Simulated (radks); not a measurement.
Results of a calculation; reference values are marked as such.
Mean orbital radii <r> (bohr) of neutral selenium, [Ar] 3d10 4s2 4p4, at several levels of relativity; Dirac values are averaged over j with weights 2j + 1. Spin-unpolarised spherical Kohn-Sham, PBEsol, point nucleus unless stated (finite: rms radius 4.14 fm), a radial shooting solver on a logarithmic mesh with Libxc functionals. A level marked "c x" has the speed of light scaled by that factor and shares open shells by 2j + 1; other Dirac levels either fill j = l - 1/2 first or share by 2j + 1.

shell  non-rel.  Dirac, 2j+1 shares  Dirac, c x 0.75  Dirac, c x 10  change of magnitude, last against first (%)
1s      0.04502             0.04410          0.04337        0.04501                                        -0.02
2s       0.2001              0.1958           0.1924         0.2001                                        -0.02
2p       0.1729              0.1711           0.1697         0.1728                                        -0.01
3s       0.5855              0.5744           0.5655         0.5854                                        -0.02
3p       0.5946              0.5898           0.5861         0.5946                                        -0.01
3d       0.6281              0.6309           0.6332         0.6281                                        0.00
4s        1.827               1.795            1.769          1.827                                        -0.02
4p        2.302               2.297            2.293          2.302                                        0.00
